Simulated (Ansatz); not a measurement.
C7H5BrO2, SMILES `O=C(O)c1cccc(Br)c1`, relaxed with RKS PBE0-D4/def2-TZVP in Ansatz from a PBE-D4/def2-SVP geometry. The force threshold is 0.005 eV/Å; the program also tests the step.

Total charge 0; spin multiplicity 1.

Start:

```xyz
15

O    -1.498   -0.366    2.568
C    -1.040   -0.949    1.601
O    -1.146   -2.294    1.437
C    -0.310   -0.289    0.476
C     0.201   -1.011   -0.620
C     0.876   -0.331   -1.642
C     1.046    1.061   -1.583
C     0.531    1.769   -0.483
Br    0.758    3.655   -0.396
C    -0.146    1.108    0.548
H    -1.636   -2.611    2.226
H     0.064   -2.100   -0.661
H     1.279   -0.887   -2.502
H     1.575    1.598   -2.383
H    -0.555    1.647    1.413
```

**Question.** By how much does the energy fall, and how many steps does the optimiser take? (Estimate.)

**Answer.** Ansatz gave: 9.30 kJ/mol, in 6 steps.

**Question.** Which bonds change most? (Estimate.)

**Answer.** Computed: C7–C8 from 1.406 to 1.387 Å; C4–C5 from 1.409 to 1.391 Å; C8–C10 from 1.399 to 1.381 Å; C4–C10 from 1.408 to 1.391 Å.

**Question.** Give the relaxed structure. (Best estimate.)

**Answer.** Computed: 
```xyz
15

O    -1.482   -0.365    2.538
C    -1.029   -0.940    1.584
O    -1.135   -2.270    1.426
C    -0.306   -0.282    0.470
C     0.198   -0.997   -0.611
C     0.866   -0.327   -1.623
C     1.034    1.048   -1.564
C     0.525    1.747   -0.479
Br    0.752    3.618   -0.395
C    -0.143    1.098    0.540
H    -1.618   -2.595    2.198
H     0.065   -2.070   -0.654
H     1.261   -0.876   -2.469
H     1.555    1.576   -2.352
H    -0.543    1.634    1.390
```
